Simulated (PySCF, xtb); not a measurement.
dibromo(fluoro)methane (CHBr2F), SMILES FC(Br)Br.

Harmonic wavenumbers (cm⁻¹) from xtb 6.7.1 with GFN2-xTB at its own minimum, in rising order: 145, 261, 320, 566, 573, 1074, 1125, 1218, 2935.

### Question
What does PBE-D3(BJ)/def2-SVP (PySCF) give at its own minimum? (The exact figures need the calculation; the answer reports its results.)

### Answer
162, 284, 347, 603, 655, 1115, 1124, 1266, 3068. Paired by order, the mean absolute difference is 46 cm⁻¹ and the zero-point energies are 11.7 and 12.3 kcal/mol.
